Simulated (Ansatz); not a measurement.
Ideal-gas functions of `[SeH][SeH]` at 500 K and 1 bar, from an Ansatz frequency run at PBE0-D4/def2-TZVP.

Molar mass 159.94 g/mol, point group C2 (symmetry number 2), electronic degeneracy 1, moments of inertia 4.254, 219.008, 219.05 u Å². Harmonic wavenumbers (cm⁻¹, unscaled): 302, 374, 748, 751, 2408, 2409.

Use S(trans) = R[1.5 ln M + 2.5 ln T − 1.1517]; rotational temperatures θ = 24.2544 K / I; S(rot) = R[ln(√π/σ · √(T³/θAθBθC)) + 1.5]; for each mode x = 1.438777 ν̃/T, S = R[x/(eˣ − 1) − ln(1 − e⁻ˣ)] and H = RT x/(eˣ − 1); 1 cm⁻¹ = 0.0119627 kJ/mol; R = 8.31446 J/(mol·K).

Q: By hand: the entropy, in J/(mol·K).

A: Translation 182.9. Rotation: θ = 5.7016, 0.1107, 0.1107 K, giving 100.0. Vibration, mode by mode: 9.74, 8.09, 3.38, 3.36, 0.06, 0.06, in all 24.7. Electronic 0.0. Sum 307.6 J/(mol·K).

Q: By hand: H − E and G − E in kJ/mol, counted from the electronic energy.

A: Zero-point energy ½ × 6992 × 0.0119627 = 41.8; thermal vibration 7.3; translation, rotation and pV give 4 RT = 16.6. H − E = 65.7 kJ/mol, and G − E = 65.7 − 500 × 307.6/1000 = -88.1 kJ/mol.

Vibration gives 8 % of the entropy. The sum counts one conformer and one mirror image; others add a mixing term.
